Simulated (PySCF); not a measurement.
**KO⁻: input and log**

State: ³Π (triplet), unpaired electrons σ ↑, π ↑.

An equivalent input (the run itself took its basis sets from the Basis Set Exchange, started from a PBE0 density and held the occupation σ 9α 8β, πx 3α 2β, πy 3α 3β):

```python
from pyscf import gto, scf, cc
mol = gto.M(atom='K 0 0 0; O 0 0 2.475', basis={'K': 'def2-SVPD', 'O': 'def2-SVPD'},
            charge=-1, spin=2, verbose=4, symmetry='C2v')
mf = scf.UHF(mol)
mf.irrep_nelec = {'A1': (9, 8), 'B1': (3, 2), 'B2': (3, 3)}
mf.conv_tol = 1e-9
mf.max_cycle = 60
mf.diis_space = 10
mf.kernel()
mycc = cc.CCSD(mf, frozen=[[0, 1, 2, 3, 4, 5], [0, 1, 2, 3, 4, 5]])
mycc.run(conv_tol=1e-7, conv_tol_normt=1e-5, max_cycle=80, diis_space=8)
et = mycc.ccsd_t()
```

The SCF ended at -673.85395238 hartree. The coupled-cluster part of the log:

```
******** <class 'pyscf.cc.uccsd.UCCSD'> ********
CC2 = 0
CCSD nocc = (9, 7), nmo = (44, 44)
frozen orbitals [[0, 1, 2, 3, 4, 5], [0, 1, 2, 3, 4, 5]]
max_cycle = 80
direct = 0
conv_tol = 1e-07
conv_tol_normt = 1e-05
diis_space = 8
diis_start_cycle = 0
diis_start_energy_diff = 1e+09
Init t2, MP2 energy = -0.215398925323764
Init E_corr(UCCSD) = -0.215398925326074
cycle = 1  E_corr(UCCSD) = -0.223708830197972  dE = -0.00830990487  norm(t1,t2) = 0.0789954
cycle = 2  E_corr(UCCSD) = -0.229353921743883  dE = -0.00564509155  norm(t1,t2) = 0.0267714
cycle = 3  E_corr(UCCSD) = -0.22953563085657  dE = -0.000181709113  norm(t1,t2) = 0.0206588
cycle = 4  E_corr(UCCSD) = -0.231136110553419  dE = -0.0016004797  norm(t1,t2) = 0.0110372
cycle = 5  E_corr(UCCSD) = -0.231257536414633  dE = -0.000121425861  norm(t1,t2) = 0.00442954
cycle = 6  E_corr(UCCSD) = -0.231118047462866  dE = 0.000139488952  norm(t1,t2) = 0.00219591
cycle = 7  E_corr(UCCSD) = -0.231127178652602  dE = -9.13118974e-06  norm(t1,t2) = 0.000959912
cycle = 8  E_corr(UCCSD) = -0.231177219011208  dE = -5.00403586e-05  norm(t1,t2) = 0.000528835
cycle = 9  E_corr(UCCSD) = -0.23118186504162  dE = -4.64603041e-06  norm(t1,t2) = 0.000247731
cycle = 10  E_corr(UCCSD) = -0.231182400063106  dE = -5.35021486e-07  norm(t1,t2) = 0.000133714
cycle = 11  E_corr(UCCSD) = -0.23117873916685  dE = 3.66089626e-06  norm(t1,t2) = 6.75335e-05
cycle = 12  E_corr(UCCSD) = -0.231179032932498  dE = -2.93765648e-07  norm(t1,t2) = 2.95139e-05
cycle = 13  E_corr(UCCSD) = -0.231179089077904  dE = -5.61454059e-08  norm(t1,t2) = 1.9818e-05
cycle = 14  E_corr(UCCSD) = -0.231179013371741  dE = 7.57061626e-08  norm(t1,t2) = 1.19857e-05
cycle = 15  E_corr(UCCSD) = -0.231178930656942  dE = 8.2714799e-08  norm(t1,t2) = 7.37489e-06
UCCSD converged
E(UCCSD) = -674.0851313095339  E_corr = -0.2311789306569424
UCCSD(T) correction = -0.00525169375299602
```

T1 diagnostic 0.019, D1 0.052, 16 electrons correlated.

Repeating this along the bond gives Re = 2.506 Å and ωe = 309 cm⁻¹.

A point of this curve took 5.1 CPU seconds beside 0.072 for the integrals, on Oxide Virtual Turin-like (shared host).

Correlated steps freeze 6 core orbitals. The state was picked by a PBE0 search and need not be the measured ground state.
